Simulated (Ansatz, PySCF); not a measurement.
The pair A = SiH4 (SMILES [SiH4]) (first 5 atoms), B = C2H6 (SMILES CC); geometry from B3LYP-D3(BJ)/def2-TZVP.
(charge 0, multiplicity 1):
| atom | x (Å) | y (Å) | z (Å) |
|---|---|---|---|
| Si | -0.2623 | -0.0583 | 0.2181 |
| H | -0.0498 | 1.2741 | 0.8257 |
| H | -1.6462 | -0.5091 | 0.4846 |
| H | 0.6944 | -1.0238 | 0.8031 |
| H | -0.0438 | 0.0266 | -1.2440 |
| C | 0.8882 | 0.2564 | 4.1617 |
| C | -0.5595 | -0.1834 | 3.9661 |
| H | 1.3844 | 0.4260 | 3.2044 |
| H | 1.4626 | -0.4992 | 4.7011 |
| H | 0.9465 | 1.1855 | 4.7322 |
| H | -1.1352 | 0.5719 | 3.4273 |
| H | -1.0564 | -0.3527 | 4.9235 |
| H | -0.6190 | -1.1134 | 3.3973 |

Correlated levels freeze the cores. Rows in 6-31G* carry no dispersion term and start afresh at each structure (6-31G* with six Cartesian d functions). MP2/6-31G* freezes PySCF's default core.

The values were computed with Ansatz (Gaussian basis) for Hartree–Fock, density functionals and correlated methods; PySCF for 6-31G* rows. Values without a source in brackets are computed.

Total energies (hartree), monomers frozen at their geometry in the pair:

```csv
structure,B3LYP/6-31G*,MP2/6-31G*,MP2/aug-cc-pV(D+d)Z
AB,-371.7132215,-370.8025039,-370.9253376
A in the pair's basis,-291.8839004,-291.3076785,-291.3726540
B in the pair's basis,-79.8306908,-79.4951940,-79.5513424
A,-291.8836399,-291.3071071,-291.3718176
B,-79.8303310,-79.4947258,-79.5507365
```

Task: Work out the interaction energy without and with the counterpoise correction, and the superposition error, for each level.

Result: 
E(AB) − E(A) − E(B), times 627.509 kcal/mol, with the monomers in their own basis and then in the pair's basis:
- B3LYP/6-31G*: 0.47 uncorrected, 0.86 corrected; the monomers gain 0.39 kcal/mol from borrowed functions
- MP2/6-31G*: -0.42 uncorrected, 0.23 corrected; the monomers gain 0.65 kcal/mol from borrowed functions
- MP2/aug-cc-pV(D+d)Z: -1.75 uncorrected, -0.84 corrected; the monomers gain 0.91 kcal/mol from borrowed functions

Ansatz is an electronic-structure program.
